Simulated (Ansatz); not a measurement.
Frontier orbitals of CH4O3Si, SMILES `O=C[SiH](O)O`.

```xyz
9

O     0.237    1.284   -1.633
C     0.407    0.131   -1.300
Si    0.240   -0.304    0.571
O    -0.929   -1.419    0.821
O    -0.092    1.150    1.233
H     0.637   -0.626   -2.085
H     1.471   -0.917    1.111
H    -1.843   -1.150    0.711
H    -0.129    1.852    0.572
```

Charge 0, multiplicity 1. The geometry is a stationary point of PBE0-D4/def2-TZVP. It is one conformer, not always the lowest. Basis def2-TZVPP, the Gaussian-basis code of Ansatz.

| functional | HOMO (eV) | LUMO (eV) | gap (eV) |
| --- | --- | --- | --- |
| LDA (SPW92) | -5.91 | -3.35 | 2.56 |
| PBE | -5.76 | -3.06 | 2.70 |
| PBE0 | -7.26 | -1.92 | 5.34 |
| r2SCAN0 | -7.46 | -1.81 | 5.65 |
| HSE06 (plane-wave form) | -6.85 | -2.31 | 4.54 |
| ωB97M-V | -9.57 | 0.36 | 9.93 |

From PBE to PBE0 the HOMO moves by −1.50 eV and the LUMO by +1.14 eV, and with ωB97M-V by −3.82 and +3.42 eV, so the gap grows from 2.70 to 9.93 eV with exact exchange. A positive LUMO is unbound and depends on the basis.
